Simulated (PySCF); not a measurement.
Cl (chlorine, neutral) across methods

[Ne] 3s1 3p6, 2S determinant (an excited configuration). All numbers are calculated (PySCF 2.14, no relativity, point nucleus, in dyall-acv3z).

```csv
method,E (hartree),mean ε 3s α (eV),mean ε 3p α (eV),mean ε 3p β (eV),Σ⟨r²⟩ (bohr²),⟨S²⟩
r2SCAN,-459.6627,-22.966,-10.180,-8.804,28.30,0.758
UHF,-458.92305,-32.507,-15.673,-11.809,28.98,0.780
PW91,-459.7099,-21.806,-9.677,-8.692,28.39,0.753
PBE0,-459.5388,-24.618,-11.310,-9.729,28.35,0.756
PBE,-459.5333,-21.766,-9.630,-8.636,28.40,0.753
LC-wPBE,-459.5607,-27.714,-14.160,-12.563,28.12,0.754
LDA,-458.2378,-21.713,-9.694,-8.772,28.46,0.753
```

Problem. Estimate the same row for M06-2X.

Solution. E (hartree) = -459.6720; mean ε 3s α (eV) = -26.646; mean ε 3p α (eV) = -12.694; mean ε 3p β (eV) = -10.916; Σ⟨r²⟩ (bohr²) = 28.43; ⟨S²⟩ = 0.756.
